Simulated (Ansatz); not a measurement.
System: C₃H₂, charge 0, multiplicity 1. 
Coordinates optimised at B3LYP-D3(BJ)/def2-TZVP (Ansatz, an electronic-structure program):
SMILES: [C][C][CH2]
```xyz
5

C     -0.0184    -0.0120    -1.1190
C      0.0033     0.0022     0.2011
H      0.8505     0.2726    -1.7068
H     -0.9061    -0.3089    -1.6717
C      0.0244     0.0159     1.4810
```
Charge 0, spin multiplicity 1.

Parts of the frozen-core correlation energy in STO-3G (Ansatz, hartree). Frozen orbitals: 3; correlated occupied orbitals by spin: 7 and 7; virtual: 7 and 7. Spin-orbit coupling is left out. No relativistic terms. The restricted reference is unstable.

```csv
term,value
reference (HF),-113.13741
MP2 opposite-spin,-0.14297
MP2 same-spin,…
CCSD correlation,…
(T),…
FCI minus CCSD(T),-0.00170
T1 diagnostic,0.012
largest doubles amplitude,0.178
```

**Question.** What belongs in the gaps?

**Answer.** 
- MP2 same-spin, value: -0.03257
- CCSD correlation, value: -0.21642
- (T), value: -0.00622
